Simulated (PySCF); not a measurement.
Compound: C5H5OS (charge -1).
Atom-mapped SMILES: `[CH3:1][c:2]1[cH:3][o:4][c:5]([S-:6])[cH:7]1`

Structure used (GFN2-xTB), in Å, numbered top down from 1:
```
atom  x, y, z in Å
C1    -1.7660   -0.3441    0.0404
C2    -0.3229    0.0394   -0.0275
C3     0.1881    1.2518   -0.3785
O4     1.5495    1.2368   -0.3245
C5     1.9225   -0.0193    0.0726
S6     3.5538   -0.4060    0.2496
C7     0.7883   -0.7853    0.2649
H8    -2.3950    0.4777   -0.3014
H9    -2.0505   -0.5966    1.0638
H10   -1.9617   -1.2172   -0.5843
H11   -0.2766    2.1734   -0.6775
H12    0.7716   -1.8115    0.5762
```

NICS = −σ at a ghost point: NICS(0) at the centroid of the ring atoms, NICS(1) 1 Å to either side along the normal of their mean plane, zz for the tensor component along that normal. Level: GIAO PBE0/pcSseg-1 (PySCF, non-relativistic, gas phase) on the GFN2-xTB geometry, one conformer.

Ring bond lengths (Å), with Mayer bond orders in brackets: C2–C3 1.362 (1.58), C3–O4 1.363 (1.04), O4–C5 1.369 (1.01), C5–C7 1.382 (1.40), C7–C2 1.414 (1.27).

Problem. What do the NICS probes read (ppm)?

Solution. 
| ring | type | NICS(0) | NICS(1), two faces | NICS(1)zz, two faces | rms pucker (Å) | centre to ring atoms, mean (Å) |
| --- | --- | --- | --- | --- | --- | --- |
| C2–C3–O4–C5–C7 | 5-membered ring with O; formal bonds all aromatic | -9.3 | -8.0 / -8.0 | -18.4 / -18.4 | 0.00 | 1.17 |

Problem. What can be read from them?

Solution. 
- C2–C3–O4–C5–C7: mean NICS(1)zz -18.4 ppm, shielded.

Problem. What does the geometric index give? HOMA = 1 − mean of α(R − Ropt)² over the ring bonds, with Krygowski's 1993 parameters (CC: Ropt 1.388 Å, α 257.7 Å⁻²; CO: Ropt 1.265 Å, α 157.38 Å⁻²).

Solution. 
- C2–C3–O4–C5–C7: HOMA 0.29; the largest term is that of O4–C5, α(R − Ropt)² = 1.71.

Problem. At the second NICS(1) probe listed for ring C2–C3–O4–C5–C7, 1 Å off the ring, what do the in-plane components average?

Solution. The isotropic value is a third of the trace: (3 × -8.0 − (-18.4))/2 = -2.8 ppm.

Problem. Give the inner angles of the rings and the Hirshfeld charges of the ring atoms.

Solution. 
- C2–C3–O4–C5–C7: C2 106.1° (-0.063 e), C3 110.8° (-0.076 e), O4 107.1° (-0.111 e), C5 109.0° (0.000 e), C7 107.0° (-0.170 e); sum 540.0° against 540° for a flat convex ring.

Problem. What are the shieldings of the ring atoms and their hydrogens in the same run (means over atoms taken as equivalent)?

Solution. 
| atoms | environment | σ isotropic (ppm) |
| --- | --- | --- |
| C2 | substituted aromatic carbon | 62.5 |
| C3 | aromatic CH next to a ring oxygen | 59.5 |
| O4 | furan-type oxygen | 23.5 |
| C5 | substituted aromatic carbon | -0.8 |
| C7 | aromatic CH carbon | 80.6 |
| H11 | aromatic hydrogen | 25.28 |
| H12 | aromatic hydrogen | 26.32 |

On an Arm Neoverse V2 with one thread, shared host with 48 logical CPUs at a one-minute load of 46, this took 16 s and 0.70 GiB of memory at its peak. This is the whole shielding run at PBE0/pcSseg-1, SCF included.
